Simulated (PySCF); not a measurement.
Run record: excited-state job, `[SiH2]([O][GeH3])[GeH2][GeH3]`.

Method: TDDFT CAM-B3LYP/def2-SVPD, vertical, gas phase, core orbitals frozen in the response (PySCF 2.14.0, density-fitted response routines). Geometry: GFN2-xTB. A driver script takes a list of jobs; this job's settings line and coordinates (Å) are shown.

Command:
```bash
OMP_NUM_THREADS=1 python probes_run.py task.json out
```

Input:
```
{"job": {"kind": "uv", "xc": "CAM-B3LYP", "basis": "def2-SVPD", "nstates": 8, "ntriplets": 3}, "charge": 0, "multiplicity": 1}
Ge    -2.401491     0.989711    -0.203634
O     -1.854375    -0.628966    -0.509871
Si    -0.762731    -1.742838    -0.060461
Ge     1.127949    -0.697177     0.854141
Ge     2.363067     0.886082    -0.436294
H     -3.328071     0.908202     0.972381
H     -3.093796     1.358706    -1.475399
H     -1.190079     1.828966     0.083106
H     -1.408141    -2.619715     0.919512
H     -0.459109    -2.448425    -1.305637
H      2.137901    -1.727110     1.316528
H      0.840657    -0.004135     2.176121
H      3.518248     1.540736     0.269732
H      2.970061     0.320906    -1.690145
H      1.535496     2.043046    -0.931992
```

Q: Give the output.

A: 
```
coarse grid: 58560 points
cycle   1  E = -6601.0333744764  dE = -1.522e+00  |g| = 9.936e-01  |ddm| = 4.624e+00
cycle   2  E = -6600.8617846192  dE =  1.716e-01  |g| = 1.389e+00  |ddm| = 2.400e+00
cycle   3  E = -6601.1819141658  dE = -3.201e-01  |g| = 1.597e-01  |ddm| = 1.531e+00
cycle   4  E = -6601.1858786789  dE = -3.965e-03  |g| = 4.219e-02  |ddm| = 2.350e-01
cycle   5  E = -6601.1861138398  dE = -2.352e-04  |g| = 4.205e-03  |ddm| = 5.626e-02
cycle   6  E = -6601.1861201591  dE = -6.319e-06  |g| = 1.299e-03  |ddm| = 1.555e-02
final grid: 115968 points
cycle   7  E = -6601.1860056769  dE = -3.350e-07  |g| = 1.098e-03  |ddm| = 5.724e-03
cycle   8  E = -6601.1860057461  dE = -6.924e-08  |g| = 1.030e-03  |ddm| = 2.776e-03
cycle   9  E = -6601.1860058783  dE = -1.322e-07  |g| = 8.576e-05  |ddm| = 1.110e-03
cycle  10  E = -6601.1860058799  dE = -1.613e-09  |g| = 2.199e-05  |ddm| = 1.373e-04
cycle  11  E = -6601.1860058800  dE = -1.264e-10  |g| = 1.583e-05  |ddm| = 6.195e-05
converged SCF energy = -6601.1860058800

Static polarisability (au): isotropic 124.161, principal 108.165 120.341 143.977

Singlet excitations
state   eV       nm        f      main configurations
  1   6.1951    200.1   0.05466   H->L 0.84
  2   6.7921    182.5   0.00861   H-2->L 0.51, H-1->L 0.34
  3   6.9279    179.0   0.17320   H->L+1 0.56, H->L+3 0.13, H->L+4 0.08
  4   7.1341    173.8   0.17578   H->L+2 0.42, H-1->L 0.24, H-2->L 0.12
  5   7.1795    172.7   0.01357   H->L+2 0.37, H-1->L 0.28, H-2->L 0.17
  6   7.5008    165.3   0.00765   H->L+5 0.43, H-1->L+1 0.13
  7   7.5346    164.6   0.01733   H->L+4 0.42, H-1->L+1 0.26
  8   7.6267    162.6   0.12019   H->L+4 0.26, H->L+5 0.20, H-1->L+1 0.15

Triplet excitations (Tamm-Dancoff, eV): 5.6007 6.1025 6.4594
```

The SCF starts on a coarse grid where the log names one; the energy can jump when the final grid takes over, and dE then counts from the start density on the new grid. H and L stand for HOMO and LUMO; the number after each pair is its weight.

Q: Give the mean polarisability as a volume in Å³, and the ratio of the largest to the smallest principal value.

A: 124.161 au × 0.148185 = 18.40 Å³; 143.977/108.165 = 1.33.

Q: Give S1 in cm⁻¹ and kJ/mol.

A: 6.1951 eV × 8065.54 = 49967 cm⁻¹; × 96.485 = 597.7 kJ/mol.

In short: HOMO -9.04 eV, LUMO 0.23 eV; lowest singlet 6.20 eV; lowest triplet 5.60 eV (Tamm–Dancoff); mean polarisability 124.2 au.

 The CAM-B3LYP/def2-SVPD calculation is non-relativistic and has no spin–orbit coupling, an omission that weighs most on germanium.

Time: 1.8 min; peak memory 1.2 GiB. Hardware: one thread, Arm Neoverse V2 (aarch64), shared host with 96 logical CPUs at a one-minute load of 64.

One conformer stands for the species.
Labels such as C1 count atoms from 1, the log's own numbers from 0.
